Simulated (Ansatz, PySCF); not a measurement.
Species: C₄H₄N, net charge -1, singlet state. It need not be the lowest isomer of its formula. Whether it binds its extra electron was not tested at this geometry. 
Geometry from a B3LYP-D3(BJ)/def2-TZVP (Ansatz, a program for electronic structure) optimisation:
SMILES: C=[C-]CC#N
```xyz
9

C     -1.7025     0.4086     0.0561
C     -1.1455    -0.5896     0.7564
C      0.3716    -0.7989     0.5777
C      1.1002     0.1033    -0.3416
N      1.5415     0.8731    -1.0842
H     -2.7736     0.6073     0.1400
H     -1.1785     1.0911    -0.6330
H      0.5562    -1.8233     0.2362
H      0.8626    -0.7275     1.5544
```
Charge -1, spin multiplicity 1.

Total electronic energies in hartree. Cores are frozen in the correlated levels unless marked. No spin-orbit coupling. Non-relativistic. CBS(X,Y): correlation extrapolated as X^-3; Hartree-Fock from the larger set. The bracket is a focal-point correction in the basis named.

```tsv
level	program	energy (Eh)
HF/aug-cc-pVTZ	Ansatz	-208.23242
HF/def2-TZVPD	PySCF	-208.23533
HF-D4/def2-TZVPD	PySCF + dftd4	-208.26229
RI-HF/cc-pVTZ	Ansatz	-208.22412
SVWN5/def2-TZVPD	PySCF	-207.71212
r2SCAN-D4/def2-TZVPD	Ansatz + dftd4	-209.46409
PBE0-D4/def2-TZVP	Ansatz + dftd4	-209.33185
BHLYP-D3(BJ)/def2-TZVPD	Ansatz + dftd3	-209.46230
BHLYP/def2-TZVPD	Ansatz	-209.45359
TPSSh-D4/def2-TZVPD	PySCF + dftd4	-209.60855
r2SCANh-D4/def2-TZVPD	Ansatz + dftd4	-209.45126
HSE06/def2-TZVPD	Ansatz	-209.31788
LC-wPBE-D3(BJ)/def2-TZVPD	Ansatz + dftd3	-209.43380
LC-wPBE-D4/def2-TZVPD	Ansatz + dftd4	-209.43564
B2PLYP-D3(BJ)/def2-TZVPD	Ansatz + dftd3	-209.41515
B2PLYP-D4/def2-TZVPD	Ansatz + dftd4	-209.41501
RPA@PBE/cc-pVQZ	Ansatz	-209.62676
MP2/cc-pwCVTZ	Ansatz	-209.07799
SCS-MP2/STO-3G	Ansatz	-205.71167
SCS-MP2/aug-cc-pVDZ	Ansatz	-208.89145
CCSD(T)/STO-3G	Ansatz	-205.75545
CCSD(T)/cc-pwCVTZ	Ansatz	-209.14336
RI-MP2/CBS(aug-cc-pVTZ,aug-cc-pVQZ)+[CCSD(T)-MP2]/aug-cc-pVTZ	Ansatz	-209.2454
```

Totals of different functionals don't rank their quality; only differences between species are comparable.
